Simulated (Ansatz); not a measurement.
Input (CCSDT(Q)/cc-pVDZ; Ansatz, an electronic-structure program):

Ansatz 0.2 input:
```yaml
crystal:
  periodic: [false, false, false]
  atoms:
    - {symbol: C, position_ang: [1.59719030, 0.19850803, 0.10445867]}
    - {symbol: C, position_ang: [0.46338925, -0.77883048, -0.19216156]}
    - {symbol: C, position_ang: [-0.87644889, -0.31779276, 0.33616147]}
    - {symbol: F, position_ang: [-1.25734084, 0.87869393, -0.28533279]}
    - {symbol: H, position_ang: [1.39387359, 1.17385583, -0.33824818]}
    - {symbol: H, position_ang: [1.72301410, 0.33829457, 1.18087625]}
    - {symbol: H, position_ang: [2.54353264, -0.16490323, -0.29846995]}
    - {symbol: H, position_ang: [0.37565548, -0.94347248, -1.26960819]}
    - {symbol: H, position_ang: [0.67488599, -1.75442217, 0.25804690]}
    - {symbol: H, position_ang: [-0.83724573, -0.12031814, 1.41107334]}
    - {symbol: H, position_ang: [-1.66243247, -1.04858841, 0.13357339]}
basis:
  gaussian:
    orbitals: cc-pVDZ
magnetization: {spin_polarized: false}
correlation: {method: ccsdt_q, electrons: outside_noble_gas}
```

Output:

```
Functional definition: HF
integrals: 0.13 GiB planned
1752 factors; integrals over basis functions are off by at most 2.0e-7 eV
mean field: 0.37 GiB planned
mean field evaluation 1: about -5905.9615 eV, gradient 2.9e1 eV
mean field evaluation 2: about -5906.1205 eV, gradient 2.9e1 eV
mean field evaluation 4: about -5908.3095 eV, gradient 3.4e0 eV
mean field evaluation 8: about -5908.3427 eV, gradient 1.6e-1 eV
mean field evaluation 16: about -5907.8592 eV, gradient 1.2e1 eV
mean field -5908.34281894 eV, -217.1275937775 hartree, gradient 2.7e-6 eV, S^2 0.000000; 0 other end points of the search recorded, 0 dependent functions left out
4 core orbitals not correlated
reference -5908.34281894 eV, -217.1275937775 hartree; 13, 13 occupied and 74, 74 virtual orbitals, 1752 factors
second order -16.83438448 eV of doubles, -0.00000000 eV of singles
coupled cluster: 9.35 GiB planned
cycle   1  -17.63501509 eV  change   -8.0e-1 eV  update   9.6e-2
cycle   2  -18.31659506 eV  change   -6.8e-1 eV  update   3.9e-2
cycle   3  -18.62858162 eV  change   -3.1e-1 eV  update   1.8e-2
cycle   4  -18.60445177 eV  change    2.4e-2 eV  update   4.3e-3
cycle   5  -18.59761257 eV  change    6.8e-3 eV  update   2.2e-3
cycle   6  -18.59931200 eV  change   -1.7e-3 eV  update   7.2e-4
cycle   7  -18.59993771 eV  change   -6.3e-4 eV  update   2.6e-4
cycle   8  -18.59991111 eV  change    2.7e-5 eV  update   1.2e-4
cycle   9  -18.59985213 eV  change    5.9e-5 eV  update   3.5e-5
cycle  10  -18.59989164 eV  change   -4.0e-5 eV  update   1.5e-5
cycle  11  -18.59986783 eV  change    2.4e-5 eV  update   6.2e-6
cycle  12  -18.59986492 eV  change    2.9e-6 eV  update   2.5e-6
cycle  13  -18.59986368 eV  change    1.2e-6 eV  update   9.6e-7
perturbative correction -0.02960332 eV, -0.0010879021 hartree
Total energy: -5926.97228594 eV, -217.8122140623 hartree
```
